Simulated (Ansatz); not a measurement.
```yaml
crystal:
  periodic: [false, false, false]
  atoms:
    - {symbol: S, position_ang: [-3.023483, 0.971775, 2.442939]}
    - {symbol: Ge, position_ang: [0.023598, 0.029548, -0.207459]}
    - {symbol: S, position_ang: [2.891044, -2.088622, 1.911001]}
    - {symbol: Cl, position_ang: [-1.223920, -2.209078, -3.344217]}
    - {symbol: Cl, position_ang: [1.451500, 3.446161, -1.849063]}
    - {symbol: H, position_ang: [-3.685306, 3.040798, 1.126128]}
    - {symbol: H, position_ang: [3.682028, -3.319270, -0.165692]}
basis:
  gaussian: {orbitals: x2c-TZVPPall}
hamiltonian: {xc: {name: RPBE}}
scf: {lower_state_search: off}
output: {forces: true}
```

```sh
$ ansatz run in.yaml --threads 4 --pin off --events-out ev --progress --plain --max-ram 10444MiB
```

Shortened log:

```
Functional definition: RPBE
1676 factors; their error is unknown
mean field evaluation 1: about -103963.6063 eV, gradient 5.5e1 eV
mean field evaluation 2: about -103471.7567 eV, gradient 2.2e2 eV
mean field evaluation 4: about -103658.2665 eV, gradient 2.0e2 eV
mean field evaluation 8: about -103978.1283 eV, gradient 9.9e0 eV
mean field evaluation 16: about -103978.9140 eV, gradient 2.7e-1 eV
mean field evaluation 32: about -103978.9157 eV, gradient 6.5e-3 eV
mean field -103978.91568696 eV, -3821.1546720554 hartree, gradient 8.3e-7 eV, S^2 0.000000; 0 other end points of the search recorded, 0 dependent functions left out
reference -103978.91575183 eV, -3821.1546744391 hartree; 50, 50 occupied and 194, 194 virtual orbitals, 1676 factors
Total energy: -103978.91575183 eV, -3821.1546744391 hartree
Relativity: scalar
Atom 0 at    -3.023483     0.971775     2.442939 Å, force    -0.145072     1.752818    -1.604428 eV/Å
Atom 1 at     0.023598     0.029548    -0.207459 Å, force     0.016488     0.032222    -0.165739 eV/Å
Atom 2 at     2.891044    -2.088622     1.911001 Å, force     0.279266    -0.801464    -2.227104 eV/Å
Atom 3 at    -1.223920    -2.209078    -3.344217 Å, force     0.221658     0.392781     0.580751 eV/Å
Atom 4 at     1.451500     3.446161    -1.849063 Å, force    -0.254892    -0.610992     0.313018 eV/Å
Atom 5 at    -3.685306     3.040798     1.126128 Å, force     0.625392    -1.910751     1.200689 eV/Å
Atom 6 at     3.682028    -3.319270    -0.165692 Å, force    -0.742838     1.145387     1.902812 eV/Å
Dipole moment:    -0.034916    -0.230713     0.925431 e Å
Checks for a lower state left out: stability, starts, cluster_reference, orbital_swaps, neighbouring_geometries, increment
```

(1) What is wrong with this run?

Answers

(1) The coordinates are in bohr but typed as ångström. The run converged. The result belongs to that input, not to the molecule as meant.
